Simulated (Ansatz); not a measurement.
Basis sets compared for WS4. The state is a singlet with charge 0. Geometry PBE-D4/def2-SVP. Ansatz on 4 threads of AMD EPYC 7R43 on a shared host; times are rough, and most runs start from earlier orbitals.

```xyz
5

W    -0.115    0.168   -0.422
S    -1.990    1.195   -0.177
S    -0.241   -1.417   -1.886
S     0.776   -0.937    1.405
S     1.570    0.991    1.080
```

In the def2 sets W takes a core potential; there is no spin–orbit coupling. The structure comes from a short search, and lower isomers may exist.

```tsv
level	functions	energy (Eh)	HOMO (eV)	LUMO (eV)	wall time
PBE-D4/def2-SVP	104	-1658.8780	-6.19	-5.25	1.3 s
PBE-D4/def2-TZVP (with forces)	188	-1659.4538	-6.17	-5.22	2.8 s
r2SCAN-D4/def2-TZVP	188	-1659.9972	-6.37	-5.24	6 s
PBE0-D4/def2-SVP	104	-1658.9190	-7.22	-4.71	1.8 s
PBE0-D4/def2-TZVP	188	-1659.4945	-7.14	-4.61	6 s
```

(1) Estimate the rows for PBE-D4/def2-TZVPD, r2SCAN-D4/def2-TZVPD, PBE0-D4/def2-TZVPD.

Results:

(1) 
```csv
level,functions,energy (Eh),HOMO (eV),LUMO (eV),wall time
PBE-D4/def2-TZVPD,227,-1659.4555,-6.20,-5.25,3.7 s
r2SCAN-D4/def2-TZVPD,227,-1659.9986,-6.37,-5.24,8 s
PBE0-D4/def2-TZVPD,227,-1659.4961,-7.15,-4.62,6 s
```
